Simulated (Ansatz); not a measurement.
Two members of one family (Series GaX3), computed with Ansatz in the gas phase. The two geometries come from different levels. Binding counts from free atoms in the multiplicity of their measured ground term, without zero-point energy. A dash marks a value that wasn't run or was left out as unsound. The structures are stationary points that may keep the symmetry of their start. Remarks come from the PBE and PBE0 runs and from stability tests at other levels; not every state was tested. A HOMO above zero means that the electron is unbound at that level and held by the basis, or that self-interaction error raises the level; the energy of removing that electron tells which.

First: GaCl3 (singlet, charge 0, PBE0-D4/def2-SVP geometry).

```xyz
4

Ga    0.000    0.000    0.000
Cl    2.104   -0.149   -0.228
Cl   -1.250   -1.596   -0.622
Cl   -0.853    1.746    0.850
```

| level | HOMO (eV) | LUMO (eV) | gap (eV) | vertical EA (eV) | binding per atom (eV) |
| --- | --- | --- | --- | --- | --- |
| PBE-D4/def2-TZVPD | -8.08 | -3.10 | 4.98 | 0.72 | 2.88 |
| r2SCAN-D4/def2-TZVPD | -8.43 | -2.79 | 5.64 | 0.55 | 2.91 |
| B3LYP-D4/6-31G | -9.38 | -2.97 | 6.42 | – | 2.45 |
| PBE0-D4/def2-SVP | -9.31 | -1.89 | 7.42 | – | 2.87 |
| LC-ωPBE/def2-TZVP | -12.32 | 0.25 | 12.57 | – | 2.82 |

Remarks: HOMO above zero (-1 doublet).

Second: Ga(OH)3 (singlet, charge 0, PBE-D4/def2-SVP geometry).

```xyz
7

Ga   -0.0001   -0.0001   -0.0003
O     0.0056    0.2958    1.7715
H     0.8858    0.1029    2.1449
O    -1.4978    0.2753   -0.9515
H    -2.2182    0.5820   -0.3695
O     1.4923   -0.5711   -0.8198
H     1.3325   -0.6849   -1.7753
```

Question: Estimate how these quantities change from the first to the second (second minus first).

Answer: 
| level | Δ HOMO (eV) | Δ LUMO (eV) | Δ gap (eV) | Δ vertical EA (eV) | Δ binding per atom (eV) |
| --- | --- | --- | --- | --- | --- |
| PBE-D4/def2-TZVPD | 0.72 | 0.82 | 0.09 | -0.51 | 0.87 |
| r2SCAN-D4/def2-TZVPD | 0.72 | 0.93 | 0.21 | -0.51 | 0.77 |
| B3LYP-D4/6-31G | 1.00 | 1.30 | 0.30 | – | 0.96 |
| PBE0-D4/def2-SVP | 0.68 | 1.07 | 0.39 | – | 0.70 |
| LC-ωPBE/def2-TZVP | 0.44 | 0.98 | 0.54 | – | 0.83 |

Remarks: HOMO above zero (-1 doublet).
